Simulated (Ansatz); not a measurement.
Species: HSe, charge -1, singlet. HSe- (parent SMILES [SeH], singlet).
B3LYP-D3(BJ)/def2-TZVP minimum from Ansatz (a program for electronic structure):
```xyz
2

Se     0.0000     0.0000    -0.0422
H      0.0000     0.0000     1.4361
```
Charge -1, spin multiplicity 1.

Total energies in aug-cc-pVQZ, 8 correlated electrons, 14 frozen orbitals. UHF or UKS for unpaired electrons; spin-orbit terms are left out. Cores are frozen in correlated methods (noble-gas shells, and filled d and f shells in the p block). No relativity. The spin of HSe- (parent SMILES [SeH], singlet) was assumed, and the state is the lowest solution found for it.

```
method    program  energy (Eh)  minus CCSDT(Q) (mEh)
--------  -------  -----------  --------------------
HF         Ansatz  -2400.50194                214.62
MP2        Ansatz  -2400.69038                 26.18
CCSD       Ansatz  -2400.70592                 10.64
CCSD(T)    Ansatz  -2400.71553                  1.03
CCSDT(Q)   Ansatz  -2400.71656                  0.00
```

Rough core times of Ansatz's runs on a shared machine: CCSD(T) under 20 s, CCSDT(Q) 90 s.
